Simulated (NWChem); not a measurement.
System: CH$_{4}$O$_{3}$Si; SMILES O=C(O)[SiH2]O

Input file for NWChem:

```
start job
memory heap 200 mb stack 900 mb global 1100 mb
geometry units angstroms noautoz
  O      1.347995    -0.955332     0.000000
  C      0.134579    -0.838748     0.000000
  O     -0.697263    -1.900780     0.000000
  Si    -0.666095     0.914137     0.000000
  O      0.664102     1.901056     0.000000
  H     -0.138253    -2.706327     0.000000
  H     -1.501980     1.078956     1.214005
  H     -1.501980     1.078956    -1.214005
  H      1.481913     1.372442     0.000000
end
basis spherical
  * library def2-svp
end
dft
  xc rpbe cpbe96
  iterations 150
  mulliken
end
task dft energy
```

Parts of the log:

```
             Northwest Computational Chemistry Package (NWChem) 7.3.0
             --------------------------------------------------------

 CS  symmetry detected

                             Geometry "geometry" -> ""
                             -------------------------

 Output coordinates in angstroms (scale by  1.889725989 to convert to a.u.)

  No.       Tag          Charge          X              Y              Z
 ---- ---------------- ---------- -------------- -------------- --------------
    1 O                    8.0000     1.35435193    -0.95633259     0.00000000
    2 C                    6.0000     0.13942986    -0.85666016     0.00000000
    3 O                    8.0000    -0.67753965    -1.93017490     0.00000000
    4 Si                  14.0000    -0.68558037     0.88490316     0.00000000
    5 O                    8.0000     0.63074196     1.89025320     0.00000000
    6 H                    1.0000    -0.10736434    -2.72785797     0.00000000
    7 H                    1.0000    -1.52367986     1.03806411     1.21400500
    8 H                    1.0000    -1.52367986     1.03806411    -1.21400500
    9 H                    1.0000     1.45583609     1.37308081     0.00000000

 Effective nuclear repulsion energy (a.u.)     229.0505435858

      Symmetry information
      --------------------

 Group name             Cs
 Group number              2
 Group order               2
 No. of unique centers     8

  pbe96 is a nonlocal functional; adding pw91lda local functional.

                                 NWChem DFT Module
                                 -----------------

 Summary of "ao basis" -> "ao basis" (spherical)
 ------------------------------------------------------------------------------
       Tag                 Description            Shells   Functions and Types
 ---------------- ------------------------------  ------  ---------------------
 O                          def2-svp                 6       14   3s2p1d
 C                          def2-svp                 6       14   3s2p1d
 Si                         def2-svp                 8       18   4s3p1d
 H                          def2-svp                 3        5   2s1p

      Symmetry analysis of basis
      --------------------------

        a'         66
        a"         28

            General Information
            -------------------
          SCF calculation type: DFT
          Wavefunction type:  closed shell.
          No. of atoms     :     9
          No. of electrons :    48
           Alpha electrons :    24
            Beta electrons :    24
          Charge           :     0
          Spin multiplicity:     1
          Use of symmetry is: on ; symmetry adaption is: on
          Maximum number of iterations: 150
          AO basis - number of functions:    94
                     number of shells:    44
          Convergence on energy requested:  1.00D-06
          Convergence on density requested:  1.00D-05
          Convergence on gradient requested:  5.00D-04

              XC Information
              --------------
                          RPBE Exchange Functional  1.000
            Perdew 1991 LDA Correlation Functional  1.000 local
           PerdewBurkeErnz. Correlation Functional  1.000 non-local

             Grid Information
             ----------------
          Grid used for XC integration:  medium
          Radial quadrature: Mura-Knowles
          Angular quadrature: Lebedev.
          Tag              B.-S. Rad. Rad. Pts. Rad. Cut. Ang. Pts.
          ---              ---------- --------- --------- ---------
          O                   0.60       49          12.0       434
          C                   0.70       49           8.0       434
          Si                  1.10       88          10.0       590
          H                   0.35       45          11.0       434
          Grid pruning is: on
          Number of quadrature shells:   419
          Spatial weights used:  Erf1

      Superposition of Atomic Density Guess
      -------------------------------------

 Sum of atomic energies:        -552.43393251

      Non-variational initial energy
      ------------------------------

 Total energy =    -554.229513
 1-e energy   =   -1217.545382
 2-e energy   =     434.265325
 HOMO         =      -0.332987
 LUMO         =       0.002166

      Symmetry analysis of molecular orbitals - initial
      -------------------------------------------------

  Numbering of irreducible representations:

     1 a'          2 a"

  Orbital symmetries:

     1 a'          2 a'          3 a'          4 a'          5 a'
     6 a'          7 a'          8 a"          9 a'         10 a'
    11 a'         12 a'         13 a'         14 a'         15 a'
    16 a'         17 a"         18 a'         19 a'         20 a"
    21 a'         22 a"         23 a"         24 a'         25 a"
    26 a'         27 a'         28 a'         29 a'         30 a'
    31 a"         32 a'         33 a'         34 a'

     ---------------------------------------------
      Total Density - Mulliken Population Analysis
     ---------------------------------------------

    Atom       Charge   Shell Charges
 -----------   ------   -------------------------------------------------------
    1 O    8     8.75   1.99  1.13  0.68  3.06  1.86  0.01
    2 C    6     5.35   1.99  0.93  0.30  1.46  0.56  0.11
    3 O    8     8.47   1.99  1.11  0.62  2.95  1.80  0.01
    4 Si  14    13.15   2.00  1.99  0.96  0.22  5.94  1.04  0.80  0.21
    5 O    8     8.78   1.99  1.10  0.64  3.10  1.94  0.01
    6 H    1     0.68   0.52  0.10  0.06
    7 H    1     1.09   0.70  0.38  0.01
    8 H    1     1.09   0.70  0.38  0.01
    9 H    1     0.65   0.51  0.08  0.06

   convergence    iter        energy       DeltaE   RMS-Dens  Diis-err
 ---------------- ----- ----------------- --------- --------- ---------
 d= 0,ls=0.0,diis     1   -555.2151011984 -7.84D+02  2.75D-02  1.47D+00
 d= 0,ls=0.0,diis     2   -554.2848541874  9.30D-01  2.13D-02  1.07D+01
 d= 0,ls=0.0,diis     3   -555.3403592368 -1.06D+00  5.92D-03  5.06D-01
 d= 0,ls=0.0,diis     4   -555.3765302222 -3.62D-02  2.26D-03  1.56D-01
 d= 0,ls=0.0,diis     5   -555.3919405126 -1.54D-02  5.10D-04  2.44D-03
  Resetting Diis
 d= 0,ls=0.0,diis     6   -555.3920658448 -1.25D-04  2.13D-04  1.15D-03
 d= 0,ls=0.0,diis     7   -555.3921783246 -1.12D-04  8.07D-05  1.76D-05
 d= 0,ls=0.0,diis     8   -555.3921748466  3.48D-06  4.98D-05  5.35D-05
 d= 0,ls=0.0,diis     9   -555.3921801449 -5.30D-06  8.72D-06  9.19D-07
 d= 0,ls=0.0,diis    10   -555.3921802395 -9.46D-08  2.44D-06  6.81D-08

         Total DFT energy =     -555.392180239480
      One electron energy =    -1220.660202817837
           Coulomb energy =      489.784265640721
    Exchange-Corr. energy =      -53.566786648203
 Nuclear repulsion energy =      229.050543585839

 Numeric. integr. density =       47.999999533080

                  Occupations of the irreducible representations
                  ----------------------------------------------

                     irrep           alpha         beta
                     --------     --------     --------
                     a'               19.0         19.0
                     a"                5.0          5.0

                       DFT Final Molecular Orbital Analysis
                       ------------------------------------

 Vector   22  Occ=2.000000D+00  E=-2.907853D-01  Symmetry=a"
              MO Center=  2.5D-01, -1.4D+00,  8.5D-16, r^2= 1.9D+00
   Bfn.  Coefficient  Atom+Function         Bfn.  Coefficient  Atom+Function
  ----- ------------  ---------------      ----- ------------  ---------------
    34     -0.477623  3 O  pz                 6      0.438678  1 O  pz
    37     -0.357977  3 O  pz                 9      0.310230  1 O  pz
    20      0.103672  2 C  pz                81     -0.054286  7 H  s
    86      0.054286  8 H  s                 23      0.043390  2 C  pz
    27     -0.041238  2 C  d  1              80     -0.038114  7 H  s

 Vector   23  Occ=2.000000D+00  E=-2.598691D-01  Symmetry=a"
              MO Center= -1.6D-02,  1.6D+00, -5.2D-17, r^2= 2.3D+00
   Bfn.  Coefficient  Atom+Function         Bfn.  Coefficient  Atom+Function
  ----- ------------  ---------------      ----- ------------  ---------------
    66      0.536724  5 O  pz                69      0.394932  5 O  pz
    81     -0.220231  7 H  s                 86      0.220231  8 H  s
    80     -0.208409  7 H  s                 85      0.208409  8 H  s
    52     -0.112163  4 Si pz                59     -0.101170  4 Si d  1
    55      0.082630  4 Si pz                34      0.061674  3 O  pz

 Vector   24  Occ=2.000000D+00  E=-2.361870D-01  Symmetry=a'
              MO Center=  6.5D-01, -7.6D-01,  2.3D-15, r^2= 2.4D+00
   Bfn.  Coefficient  Atom+Function         Bfn.  Coefficient  Atom+Function
  ----- ------------  ---------------      ----- ------------  ---------------
     5      0.534012  1 O  py                 8      0.389468  1 O  py
    31      0.194098  3 O  s                 51      0.179786  4 Si py
    32      0.177084  3 O  px                33      0.137233  3 O  py
    35      0.136335  3 O  px                54      0.132009  4 Si py
    19     -0.129959  2 C  py                17     -0.124075  2 C  s

 Vector   25  Occ=0.000000D+00  E=-6.048791D-02  Symmetry=a"
              MO Center=  2.0D-01, -7.1D-01,  5.5D-16, r^2= 2.2D+00
   Bfn.  Coefficient  Atom+Function         Bfn.  Coefficient  Atom+Function
  ----- ------------  ---------------      ----- ------------  ---------------
    20      0.509839  2 C  pz                23      0.446548  2 C  pz
     6     -0.389257  1 O  pz                 9     -0.380076  1 O  pz
    55      0.286986  4 Si pz                34     -0.257861  3 O  pz
    81     -0.256419  7 H  s                 86      0.256419  8 H  s
    37     -0.249562  3 O  pz                57     -0.109247  4 Si d -1

 Vector   26  Occ=0.000000D+00  E=-4.571900D-03  Symmetry=a'
              MO Center= -5.3D-01,  8.3D-01, -1.4D-15, r^2= 4.1D+00
   Bfn.  Coefficient  Atom+Function         Bfn.  Coefficient  Atom+Function
  ----- ------------  ---------------      ----- ------------  ---------------
    54      0.909404  4 Si py                63     -0.656200  5 O  s
    17      0.619183  2 C  s                 53      0.419186  4 Si px
    91      0.309167  9 H  s                 76     -0.250992  6 H  s
    51      0.200816  4 Si py                62     -0.167615  5 O  s
    45      0.162540  4 Si s                  5     -0.153259  1 O  py

 Vector   27  Occ=0.000000D+00  E= 1.906544D-02  Symmetry=a'
              MO Center= -1.9D-01, -1.8D+00,  3.7D-15, r^2= 5.9D+00
   Bfn.  Coefficient  Atom+Function         Bfn.  Coefficient  Atom+Function
  ----- ------------  ---------------      ----- ------------  ---------------
    76      1.162791  6 H  s                 53     -0.605587  4 Si px
    31     -0.540177  3 O  s                 54      0.478047  4 Si py
    22      0.310324  2 C  py                36      0.306774  3 O  py
    17      0.281450  2 C  s                 81     -0.282678  7 H  s
    86     -0.282678  8 H  s                 91      0.271289  9 H  s

     ---------------------------------------------
      Total Density - Mulliken Population Analysis
     ---------------------------------------------

    Atom       Charge   Shell Charges
 -----------   ------   -------------------------------------------------------
    1 O    8     8.24   1.99  1.11  0.68  2.81  1.62  0.02
    2 C    6     6.00   1.99  0.97  0.25  1.97  0.70  0.12
    3 O    8     8.14   1.99  1.11  0.61  2.86  1.57  0.01
    4 Si  14    13.42   2.00  1.98  1.05  0.12  5.92  1.29  0.76  0.30
    5 O    8     8.35   1.99  1.08  0.63  2.88  1.76  0.01
    6 H    1     0.85   0.68  0.10  0.07
    7 H    1     1.09   0.75  0.33  0.01
    8 H    1     1.09   0.75  0.33  0.01
    9 H    1     0.82   0.67  0.08  0.07

     -------------------------------------------
      Total Density - Lowdin Population Analysis
     -------------------------------------------

    Atom       Charge   Shell Charges
 -----------   ------   -------------------------------------------------------
    1 O    8     8.17   1.97  0.94  0.65  2.68  1.89  0.03
    2 C    6     6.07   1.96  0.64  0.35  1.80  1.06  0.26
    3 O    8     8.02   1.97  0.90  0.58  2.68  1.86  0.03
    4 Si  14    13.51   2.00  1.93  0.65  0.32  5.81  1.30  1.02  0.47
    5 O    8     8.20   1.97  0.88  0.60  2.70  2.02  0.01
    6 H    1     0.92   0.55  0.19  0.17
    7 H    1     1.10   0.65  0.42  0.02
    8 H    1     1.10   0.65  0.42  0.02
    9 H    1     0.92   0.55  0.19  0.19

     Multipole analysis of the density
     ---------------------------------

     L   x y z        total         alpha         beta         nuclear
     -   - - -        -----         -----         ----         -------
     0   0 0 0     -0.000000    -24.000000    -24.000000     48.000000

     1   1 0 0     -0.196975     -0.098488     -0.098488      0.000000
     1   0 1 0     -0.661237     -0.330618     -0.330618     -0.000000
     1   0 0 1     -0.000000     -0.000000     -0.000000      0.000000

     2   2 0 0    -28.327075    -76.657936    -76.657936    124.988797
     2   1 1 0     -0.126404      0.727799      0.727799     -1.582002
     2   1 0 1      0.000000      0.000000      0.000000      0.000000
     2   0 2 0    -25.527686   -178.020735   -178.020735    330.513783
     2   0 1 1     -0.000000     -0.000000     -0.000000      0.000000
     2   0 0 2    -26.930011    -18.728069    -18.728069     10.526127
```

Level: RPBE/def2-SVP. Coordinates come from a B3LYP/6-31G* (spherical d) optimisation.
